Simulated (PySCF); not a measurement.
# Polarisability and C₆ of Sb⁺ (antimony, charge +1)

[Kr] 4d10 5s2 5p2, high-spin 3P determinant. Computed with PySCF 2.14 in aug-cc-pVQZ-PP with ECP28MDF (7s7p5d3f2g, 92 functions), with scalar relativity through the core potential. Coupled (time-dependent) response in atomic units; α is the mean over directions.

```tsv
method	mean α (bohr³)	α xx, yy, zz	C₆ (like pair)	S(−4)
UHF	25.76	24.27, 26.51, 26.51	211.8	169.7
PBE	25.40	23.11, 26.55, 26.55	206.3	174.2
PBE0	25.15	23.19, 26.13, 26.13	204.4	165.7
```

S(−4) is the Cauchy moment in α(ω) = α(0) + S(−4) ω² + …

Spin-orbit coupling is absent.

α(iu) at PBE:

| u (hartree) | α(iu) (bohr³) |
| --- | --- |
| 0 | 25.40 |
| 0.0500 | 24.98 |
| 0.100 | 23.80 |
| 0.200 | 20.14 |
| 0.300 | 16.26 |
| 0.500 | 10.48 |
| 0.750 | 6.595 |
| 1.00 | 4.586 |
| 1.50 | 2.698 |
| 2.00 | 1.833 |
| 3.00 | 1.032 |
| 5.00 | 0.4591 |

For an ion, C₆ is the dispersion term alone; charge-induced terms of lower order in 1/R come first.

The components differ because the open shell of this determinant is not spherical; for a pure term their mean is the scalar polarisability.

Energies and moments cover only the electrons outside the core potential.
